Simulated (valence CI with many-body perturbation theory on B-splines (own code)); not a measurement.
**Hyperfine factors and g values of La XIX**

Calculated by valence CI with perturbative core correlation (CI+MBPT): three valence electrons over a frozen Dirac-Fock core [Kr], a basis of 9 s, 9 p, 10 d, 8 f, 5 g, 3 h, 1 i functions for each j, with the one-electron correlation potential Σ1, the two-electron term Σ2, the three-electron term Σ3, Breit, model QED; selected CI, second order for the rest (own B-spline code, finite nucleus).

No measured spectrum was set against this ion. As an estimate, terms of the open shell hold to 2 to 4 % of their energy, and close levels can change places. Only levels of the ground parity were solved; by the run's estimate the other parity begins above the list, which can be wrong where configurations are misplaced.

A/g_I is the dipole constant over the nuclear g factor μ/I (μ in nuclear magnetons, uniformly magnetised nucleus), B/Q the quadrupole constant per barn. Both hold the static response of the core; the bare values leave it out. Large factors of s and p1/2 electrons are usually good to 5 to 10 %; those of open d and f shells near neutrality can be off by tens of per cent, and small factors of p3/2, d and f electrons come from cancelling terms and can be off by a factor of two or in sign, in half-filled shells by more. B is blank for J = 1/2, where it vanishes, and for nearly pure S terms. Energies count from the lowest level.

Names give the largest LS component (configuration and term), which can be under half, so a name can repeat, a term be missing and a line seem to break the LS rules; names also repeat where a configuration has a term twice. Letters in brackets count levels of one name in rising energy.

```
         Level  E (cm⁻¹)      g  A/g_I (MHz)  A/g_I bare  B/Q (MHz/b)  B/Q bare
    4d3 4F_3/2       0.0  0.512         7790        7110        -2870     -2720
    4d3 4F_5/2     18270  1.038         4160        4090        -1950     -1850
    4d3 4F_7/2     31022  1.168         3700        3780         -978      -941
    4d3 4P_3/2     36030  1.372         3050        3370        -2420     -2290
    4d3 4F_9/2     37717  1.170         4080        4160         1610      1510
    4d3 4P_1/2     42026  2.089        -4560       -3350                       
    4d3 2G_7/2     58762  0.971         4340        4200         1950      1850
    4d3 2H_9/2     61450  1.094         3770        3770         3740      3530
    4d3 4P_5/2     62463  1.542          854        1390         4390      4140
4d3 2D_3/2 [a]     71666  1.170         3770        3850        -4530     -4290
    4d3 2P_1/2     75977  1.244         -763        -546                       
   4d3 2H_11/2     80077  1.089         3980        3980         9800      9270
4d3 2D_5/2 [a]     87075  1.202         3350        3470        -1000      -953
    4d3 2G_9/2     95955  1.085         3190        3190         2720      2580
    4d3 2F_5/2     96008  0.933         3640        3460         5630      5320
    4d3 2F_7/2     99168  1.126         3950        3990         2410      2290
    4d3 2P_3/2    105920  1.192         3380        3500          974       919
4d3 2D_3/2 [b]    144320  0.812         6440        6100         5490      5200
4d3 2D_5/2 [b]    149290  1.165         2970        3060         3120      2950
```

Take the isotope of mass number 138, with I = 5, μ = 3.7084 μN and Q = 0.39 b. What is the hyperfine structure of 4d3 2H_9/2?

From the table A = 2790 MHz, B = 1460 MHz. Shifts from the centre of gravity in MHz: F = 1/2: -74700, F = 3/2: -70600, F = 5/2: -63800, F = 7/2: -54200, F = 9/2: -41900, F = 11/2: -26700, F = 13/2: -8690, F = 15/2: 12300, F = 17/2: 36200, F = 19/2: 63100.
